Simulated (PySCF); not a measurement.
A GIAO shielding run with PySCF (density fitting, non-relativistic, gas phase) on `InChI=1S/C5H18Si3/c1-5(2)3-4-8(6)7/h5,8H,3-4H2,1-2,6-7H3`:

```
$ OMP_NUM_THREADS=1 python probes_run.py task.json out

{"job": {"kind": "nmr", "xc": "PBE0", "basis": "pcSseg-1"}, "charge": 0, "multiplicity": 1}
C      2.442884    -1.757938    -0.555319
C      1.623470    -0.483530    -0.360416
C      2.546040     0.731808    -0.330842
C      0.791192    -0.595115     0.919566
C     -0.194116     0.549095     1.143758
Si    -1.518645     0.769694    -0.227060
Si    -2.285622    -1.317332    -0.905725
Si    -3.121666     2.242699     0.583666
H      3.128195    -1.898423     0.278346
H      3.026232    -1.703077    -1.471732
H      1.791228    -2.627006    -0.614759
H      0.939705    -0.381533    -1.210556
H      3.165359     0.759448    -1.224898
H      1.974921     1.655224    -0.288076
H      3.200613     0.688020     0.537616
H      0.231117    -1.534379     0.884725
H      1.473863    -0.656170     1.773594
H      0.354095     1.482137     1.281561
H     -0.707566     0.364847     2.091810
H     -0.831520     1.431888    -1.362724
H     -3.588855    -1.201951    -1.565821
H     -1.410328    -2.019178    -1.850240
H     -2.476438    -2.242062     0.217458
H     -2.650545     3.616983     0.775428
H     -4.265642     2.328110    -0.327599
H     -3.659017     1.820355     1.881202
```

Hardware: 1 thread of an Intel Xeon, shared host. The job also computes population analyses, field gradients.

**Question.** How large is the calculation?

**Answer.** 90 electrons, 247 basis functions and 1350 auxiliary functions.

**Question.** How long does it take, and how much memory does it need?

**Answer.** 3.2 min of wall time, with 12 SCF cycles and 4 response iterations; peak memory 1.2 GiB. Times on a shared host scatter by some tens of per cent.
